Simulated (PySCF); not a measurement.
Stepwise substitution at one centre (Si OH-C2H5). All species are isolated molecules in the gas phase. One relaxed conformer stands for each flexible species; it need not be the lowest. Strings in code marks are SMILES.

Method: PBE-D3(BJ)/def2-TZVP // B3LYP-D3(BJ)/def2-SVP (PySCF). Excitations are Tamm–Dancoff values on a coarser integration grid. The basis has no diffuse functions, so Rydberg states are missing or too high.

```
species                                         S1 excitation (TDA) (eV)  S1 oscillator strength  T1 excitation (TDA) (eV)
----------------------------------------------  ------------------------  ----------------------  ------------------------
0 of 4 OH replaced by C2H5 (`O[Si](O)(O)O`)                         6.91                   0.006                      6.70
1 of 4 OH replaced by C2H5 (`[Si](CC)(O)(O)O`)                         ?                   0.047                      6.44
2 of 4 OH replaced by C2H5 (`CC[Si](O)(O)CC`)                          ?                       ?                      5.94
4 of 4 OH replaced by C2H5                                          6.55                   0.004                      6.46
```

Question: Complete the blanks.

Answer: 
- 1 of 4 OH replaced by C2H5 (`[Si](CC)(O)(O)O`), S1 excitation (TDA) (eV): 6.64
- 2 of 4 OH replaced by C2H5 (`CC[Si](O)(O)CC`), S1 excitation (TDA) (eV): 6.09
- 2 of 4 OH replaced by C2H5 (`CC[Si](O)(O)CC`), S1 oscillator strength: 0.023
